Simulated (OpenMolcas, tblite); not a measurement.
# A ladder of methods for SiHCl2OF (SMILES O[Si](F)(Cl)Cl)

SiHCl2OF: 6 atoms, total charge 0, spin state singlet. SMILES: `O[Si](F)(Cl)Cl`. The shape is that of a PBE0-D4/def2-TZVP optimisation. This is one conformer, not always the lowest.

Each level gives the vertical energy of the triplet above the singlet (eV). The values are calculated.

```json
{"level": "IPEA1-xTB", "kind": "semi-empirical", "program": "tblite", "value (eV)": "7.29", "less CCSD(T)/def2-SVP": "-1.70"}
{"level": "HF/def2-SVP", "kind": "Hartree–Fock", "program": "OpenMolcas", "value (eV)": "8.32", "less CCSD(T)/def2-SVP": "-0.67"}
{"level": "SVWN5/def2-SVP", "kind": "LDA", "program": "OpenMolcas", "value (eV)": "7.52", "less CCSD(T)/def2-SVP": "-1.47"}
{"level": "BLYP/def2-SVP", "kind": "GGA", "program": "OpenMolcas", "value (eV)": "7.44", "less CCSD(T)/def2-SVP": "-1.55"}
{"level": "M06-L/def2-SVP", "kind": "meta-GGA", "program": "OpenMolcas", "value (eV)": "8.37", "less CCSD(T)/def2-SVP": "-0.62"}
{"level": "r2SCAN/def2-SVP", "kind": "meta-GGA", "program": "OpenMolcas", "value (eV)": "8.10", "less CCSD(T)/def2-SVP": "-0.89"}
{"level": "M06-2X/def2-SVP", "kind": "hybrid meta-GGA", "program": "OpenMolcas", "value (eV)": "8.90", "less CCSD(T)/def2-SVP": "-0.09"}
{"level": "PBE0/def2-SVP", "kind": "global hybrid", "program": "OpenMolcas", "value (eV)": "8.38", "less CCSD(T)/def2-SVP": "-0.61"}
{"level": "CCSD(T)/def2-SVP, open shells restricted", "kind": "coupled cluster or CI", "program": "OpenMolcas", "value (eV)": "8.99", "less CCSD(T)/def2-SVP": "0.00"}
```

CCSD(T)/def2-SVP, open shells restricted is the highest level here, not the true value. The values span 7.29 to 8.99 eV. A triplet this far above the singlet is often a Rydberg-like or dissociative state; sets without diffuse functions put Rydberg states too high. The upper state's dipole differs much between rows, so they may not all be the same state.
